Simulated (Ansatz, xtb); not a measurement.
Relative energy of two isomers of C3H10OS2Si

Structure X: `CSC[Si@H](O)SC`, a singlet. Structure Y: `CS[SiH2]OCCS`, a singlet. Both are isolated molecules in the gas phase, relaxed with PBE-D3(BJ)/def2-SVP, each in the lowest conformer that the search found.

X (Å):

```
atom    x (Å)    y (Å)    z (Å)
   C  -1.1571  -0.8643  -2.3582
   C   0.2148   0.8608  -0.5968
   C  -0.6041  -1.2335   2.1433
   O   2.1272  -1.0953  -1.4411
   S  -1.4827   0.3987  -1.0890
   S   0.3261  -2.1813   0.8693
  Si   1.3728  -0.5337  -0.0465
   H  -0.5010  -0.4687  -3.1591
   H  -2.1418  -1.1232  -2.7933
   H  -0.7061  -1.7733  -1.9139
   H   0.0884   1.5628   0.2543
   H   0.7224   1.4334  -1.4059
   H   2.3793   0.0394   0.9259
   H   2.7992  -1.7852  -1.3010
   H  -1.3605  -0.5923   1.6498
   H  -1.1136  -1.9784   2.7827
   H   0.0721  -0.6280   2.7791
```

Y (Å):

```tsv
atom	x (Å)	y (Å)	z (Å)
C	-1.2676	-0.1102	-2.7681
C	0.5510	-1.4853	0.7449
C	-0.4310	-1.4150	1.9036
O	0.6910	-0.1867	0.1738
S	0.3540	-0.9740	-2.8937
S	0.1257	-0.3129	3.2585
Si	1.4020	0.0648	-1.3332
H	-1.6560	-0.1405	-1.7324
H	-1.9689	-0.6489	-3.4324
H	-1.1845	0.9409	-3.1062
H	2.8056	-0.4708	-1.3981
H	1.3390	1.5517	-1.5037
H	1.5379	-1.8535	1.1088
H	0.1728	-2.2045	-0.0204
H	-0.5458	-2.4197	2.3579
H	-1.4282	-1.0924	1.5379
H	0.3490	0.7476	2.4323
```

Quicker runs give these differences E(Y) − E(X): GFN2-xTB −0.311 eV; HF/STO-3G +0.357 eV (at GFN2-xTB geometries); r2SCAN-D4/def2-SVP +0.551 eV (at GFN2-xTB geometries).

Task: Estimate which is lower in electronic energy at CCSD(T)/def2-SVP + ΔMP2/def2-TZVPP, and by roughly how much.

Result: The CCSD(T)/def2-SVP + ΔMP2/def2-TZVPP calculation puts structure X lower, by 0.668 eV.

Level by level:

| level | geometry | E(Y) − E(X) (eV) | departure from the last row (eV) | job, with rough time for the two |
| --- | --- | --- | --- | --- |
| GFN2-xTB | GFN2-xTB | −0.311 | −0.979 | optimisation, 0.49 s |
| HF/STO-3G | GFN2-xTB | +0.357 | −0.311 | single point, 0.44 s |
| r2SCAN-D4/def2-SVP | GFN2-xTB | +0.551 | −0.117 | single point, 4.6 s |
| PBE-D3(BJ)/def2-SVP | PBE-D3(BJ)/def2-SVP | +0.509 | −0.160 | optimisation, 39 s |
| HF/def2-SVP | PBE-D3(BJ)/def2-SVP | +0.276 | −0.392 | part of the CCSD(T) run |
| MP2/def2-SVP | PBE-D3(BJ)/def2-SVP | +0.476 | −0.193 | part of the CCSD(T) run |
| CCSD(T)/def2-SVP | PBE-D3(BJ)/def2-SVP | +0.369 | −0.299 | single point |
| CCSD(T)/def2-SVP + ΔMP2/def2-TZVPP | PBE-D3(BJ)/def2-SVP | +0.668 |  | single point, 1.7 min |

As drawn, Y has 1 C–O, 1 C–C, 1 Si–H, 1 S–H in place of 1 C–S, 1 C–Si, 1 C–H, 1 O–H.

GFN2-xTB puts the two in the other order. The largest departure from CCSD(T)/def2-SVP + ΔMP2/def2-TZVPP is that of GFN2-xTB, 0.979 eV. The last row adds to CCSD(T) the change of the MP2 difference between the two basis sets, here +0.299 eV, a large step that makes the value less sure.

With thermal terms from frequencies at re-optimised GFN2-xTB minima (ideal gas, soft modes damped towards free rotors, one conformer each, 298.15 K, 1 atm): the zero-point term adds −0.070 eV; ΔH is +0.586 and ΔG +0.593 eV.

The correlated steps freeze 19 core orbitals. Mirror images aren't counted in ΔG. Run with Ansatz 0.2.0, xtb 6.7.1; the last row on 4 threads of Arm Neoverse V2 on a shared host.
